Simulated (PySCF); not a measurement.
C3H7ClSi, SMILES [SiH3]C/C=C\Cl.

Geometry optimised at B3LYP-D3(BJ)/def2-SVP. The structure was generated by enumeration; whether it is a known compound was not checked. Other conformers were not sampled.

Two levels are set side by side: PBE/def2-TZVP (PySCF) and PBE0/def2-TZVP (PySCF). Same geometry, gas phase. Differences are taken from unrounded values.

| quantity | PBE0 |
|---|---|
| orbital gap (eV) | 6.83 |
| highest occupied level (eV) | -7.03 |
| lowest empty level (eV) | -0.20 |
| dipole moment (D) | 1.56 |
| mean polarisability (bohr³) | 76.1 |

Q: What does PBE give, and how far is it from PBE0? (The exact figures need the calculation; the answer reports its results.)

A: 
```tsv
quantity	PBE	PBE minus PBE0
orbital gap (eV)	4.75	-2.07
highest occupied level (eV)	-5.92	1.11
lowest empty level (eV)	-1.17	-0.96
dipole moment (D)	1.46	-0.10
mean polarisability (bohr³)	78.6	2.4
```

PBE's occupied levels lie high since its potential decays too fast outside the molecule; exact exchange lowers them and widens the gap. Loosely held outer electrons make PBE densities more polarisable. Differences between two approximate levels are no errors against the true value.

Rough cost on one machine, each run with all the roots and properties that it gave: PBE0 against PBE within a factor of 2.
